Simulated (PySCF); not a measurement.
## Spin-rotation constants: SMILES C=CC1=C(NC=O)CCO1, C₇H₉NO₂

Geometry:
```json
{"atom": "C1", "x (Å)": "3.193", "y (Å)": "-0.172", "z (Å)": "0.446"}
{"atom": "C2", "x (Å)": "2.076", "y (Å)": "0.210", "z (Å)": "-0.168"}
{"atom": "C3", "x (Å)": "0.754", "y (Å)": "-0.167", "z (Å)": "0.266"}
{"atom": "C4", "x (Å)": "-0.446", "y (Å)": "0.166", "z (Å)": "-0.255"}
{"atom": "N5", "x (Å)": "-0.675", "y (Å)": "0.976", "z (Å)": "-1.361"}
{"atom": "C6", "x (Å)": "-1.884", "y (Å)": "1.303", "z (Å)": "-1.879"}
{"atom": "O7", "x (Å)": "-2.961", "y (Å)": "0.946", "z (Å)": "-1.474"}
{"atom": "C8", "x (Å)": "-1.548", "y (Å)": "-0.471", "z (Å)": "0.544"}
{"atom": "C9", "x (Å)": "-0.742", "y (Å)": "-1.230", "z (Å)": "1.611"}
{"atom": "O10", "x (Å)": "0.641", "y (Å)": "-0.983", "z (Å)": "1.365"}
{"atom": "H11", "x (Å)": "3.152", "y (Å)": "-0.798", "z (Å)": "1.320"}
{"atom": "H12", "x (Å)": "4.164", "y (Å)": "0.127", "z (Å)": "0.095"}
{"atom": "H13", "x (Å)": "2.120", "y (Å)": "0.841", "z (Å)": "-1.046"}
{"atom": "H14", "x (Å)": "0.153", "y (Å)": "1.345", "z (Å)": "-1.806"}
{"atom": "H15", "x (Å)": "-1.766", "y (Å)": "1.968", "z (Å)": "-2.756"}
{"atom": "H16", "x (Å)": "-2.157", "y (Å)": "-1.132", "z (Å)": "-0.073"}
{"atom": "H17", "x (Å)": "-2.213", "y (Å)": "0.279", "z (Å)": "0.973"}
{"atom": "H18", "x (Å)": "-0.968", "y (Å)": "-0.888", "z (Å)": "2.626"}
{"atom": "H19", "x (Å)": "-0.904", "y (Å)": "-2.311", "z (Å)": "1.563"}
```

Method: GIAO wB97X-D/pcSseg-1 magnetisability, rotational g tensor and spin-rotation constants, non-relativistic, gas phase (PySCF 2.14.0). Geometry: GFN2-xTB.

Task: Give the nuclear spin-rotation constants along the inertial axes (H = +C I·J) beside the isotropic shieldings.

Result: Rotational constants 2.4471, 0.9243, 0.6766 GHz. A star marks the isotopologue with that one atom substituted, in its own axes.
```csv
atom,isotope,Caa (kHz),Cbb (kHz),Ccc (kHz),mean (kHz),σ (ppm)
N5,14N,0.189,0.121,0.041,0.117,121.6
H11,1H,-0.126,0.043,-0.078,-0.053,26.0
H12,1H,-0.104,0.030,-0.080,-0.051,26.4
H13,1H,-0.151,0.062,-0.084,-0.058,25.6
H14,1H,-0.189,0.051,-0.093,-0.077,26.0
H15,1H,-0.117,0.045,-0.059,-0.043,23.7
H16,1H,-0.149,-0.077,-0.006,-0.077,28.0
H17,1H,-0.152,-0.078,-0.005,-0.079,28.0
H18,1H,-0.261,-0.036,0.004,-0.098,27.3
H19,1H,-0.262,-0.037,0.004,-0.098,27.3
C1,13C*,0.786,0.421,0.077,0.428,65.3
C2,13C*,0.745,0.457,0.083,0.428,59.8
C3,13C*,0.793,0.419,0.154,0.455,41.9
C4,13C*,0.698,0.404,0.122,0.408,64.4
C6,13C*,1.101,0.348,0.157,0.535,27.4
O7,17O*,-1.487,-0.517,-0.021,-0.675,-91.3
C8,13C*,0.385,0.144,0.134,0.221,149.9
C9,13C*,0.468,0.187,0.176,0.277,117.1
O10,17O*,-0.316,-0.082,-0.095,-0.164,250.7
```
For the geometry as given, no vibrational averaging.
